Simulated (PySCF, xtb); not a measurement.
CH₄BFS, SMILES CB(F)S.

Geometry optimised at B3LYP-D3(BJ)/def2-SVP. One conformer was computed; it need not be the lowest.

Computed with IEF-PCM-PBE0/def2-SVP in PySCF.

The values are the electrostatic part of the solvation free energy, E(continuum) − E(gas) at the gas-phase geometry, in a cavity of scaled van der Waals radii (PySCF's table); cavitation and dispersion terms are not included. In vacuum the orbital gap is 7.94 eV. The dipole moment in vacuum is 2.18 D.

Computed values in water (ε = 78.36), dichloromethane (ε = 8.93), dimethylsulfoxide (ε = 46.83):
```csv
solvent,ε,ΔG(elec) (kcal/mol),dipole (D),gap (eV)
water,78.36,-3.0,2.78,8.02
dichloromethane,8.93,-2.5,2.68,8.01
dimethylsulfoxide,46.83,-3.0,2.77,8.02
```

For comparison, GFN2-xTB/ALPB(water) (xtb, at the GFN2-xTB geometry, all terms of that model) gives -2.3 kcal/mol.
